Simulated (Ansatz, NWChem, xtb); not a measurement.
## Ligand exchange: SiF4 + SiH3(InH2) → Si(SiH3)F3 + InH2F

Species: SiF4 `F[Si](F)(F)F`, singlet; SiH3(InH2), singlet; Si(SiH3)F3, singlet; InH2F `[F][InH2]`, singlet. The partners trade F for SiH3: Si–F and In–SiH3 bonds give way to Si–SiH3 and In–F.

Shapes, held fixed at every level: PBE0-D4/def2-TZVP. Programs: Ansatz 0.2.0, xtb 6.7.1. Electronic energies: no zero-point or thermal term.

```json
{"level": "GFN1-xTB", "kind": "semi-empirical", "ΔE (kJ/mol)": "+8.5", "less CCSD(T)/def2-TZVPP": "-104.0"}
{"level": "HF/def2-TZVPP", "kind": "Hartree–Fock", "ΔE (kJ/mol)": "+120.2", "less CCSD(T)/def2-TZVPP": "+7.7"}
{"level": "B3LYP-D4/def2-TZVPP", "kind": "global hybrid", "ΔE (kJ/mol)": "+92.7", "less CCSD(T)/def2-TZVPP": "-19.8"}
{"level": "BHLYP-D4/def2-TZVPP", "kind": "global hybrid", "ΔE (kJ/mol)": "+107.2", "less CCSD(T)/def2-TZVPP": "-5.3"}
{"level": "B2PLYP/def2-TZVPP", "kind": "double hybrid", "ΔE (kJ/mol)": "+101.1", "less CCSD(T)/def2-TZVPP": "-11.4"}
{"level": "MP2/def2-TZVPP", "kind": "perturbation theory", "ΔE (kJ/mol)": "+116.3", "less CCSD(T)/def2-TZVPP": "+3.8"}
{"level": "CCSD/def2-SVP", "kind": "coupled cluster or CI", "ΔE (kJ/mol)": "+99.5", "less CCSD(T)/def2-TZVPP": "-13.0"}
{"level": "CCSD(T)/def2-TZVPP", "kind": "coupled cluster or CI", "ΔE (kJ/mol)": "+112.5", "less CCSD(T)/def2-TZVPP": "0.0"}
```

The highest level, CCSD(T)/def2-TZVPP, gives ΔE = +112.5 kJ/mol; the levels span +8.5 to +120.2. GFN1-xTB strays far from the other rows. The column of differences is taken from that level and isn't an error. No measured value is set beside it here. For atoms past krypton def2 sets carry core potentials with scalar relativity. Correlated rows may include outer-core shells of In, which these sets cover unevenly.
